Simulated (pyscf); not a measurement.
## SbH₂•, doublet

Gas-phase minimum from PySCF at ωB97X-D3(BJ)/def2-SVP, one conformer. 

SMILES: [SbH2]
```xyz
3

Sb     0.7442     1.4029     0.2522
H      1.5057     0.6258    -1.0690
H     -0.1621    -0.0099     0.5866
```
Charge 0, spin multiplicity 2.

Bond lengths (Å): Sb1–H2 1.712, Sb1–H3 1.712. Bond angles (°): H2–Sb1–H3 90.7.

Properties at ωB97X-D3(BJ)/def2-SVP:

| Item | Value |
|---|---|
| Harmonic wavenumbers, unscaled | 878, 1997, 2001 cm⁻¹ |
| Zero-point energy | 7.0 kcal/mol |
| Rotational symmetry number | 2 |
| Entropy of this conformer at 298 K and 1 atm, rigid rotor and harmonic oscillator, modes under 100 cm⁻¹ raised to 100 | 234.3 J/(mol K) |
| Dipole moment | 0.15 D |
| Spin expectation value S2 | 0.753 |

Single-point totals, which compare only within one level (frozen core for MP2 and CC):

```tsv
level	total energy (hartree)
ωB97X-D3(BJ)/def2-TZVP	-241.49515
PBE/def2-TZVP	-241.40664
r²SCAN/def2-TZVP	-241.51020
B3LYP-D3(BJ)/def2-TZVP	-241.50679
PBE0-D3(BJ)/def2-TZVP	-241.42178
M06-2X/def2-TZVP	-241.33101
ωB97M-D3(BJ)/def2-TZVP	-241.46755
UHF/def2-TZVPP	-240.40410
MP2/def2-TZVPP	-240.74187
CCSD/def2-TZVPP	-240.74911
CCSD(T)/def2-TZVPP	-240.75755
```

The CCSD(T) − MP2 part came from Ansatz, without density fitting, on the same reference. The frozen core leaves the outer d or s,p core shells of the metals and heavy elements correlated in the MP2 and CC values, and def2-TZVPP describes them poorly, so these totals are far from the basis limit. Elements past Kr carry the def2 core potentials, without spin-orbit coupling.
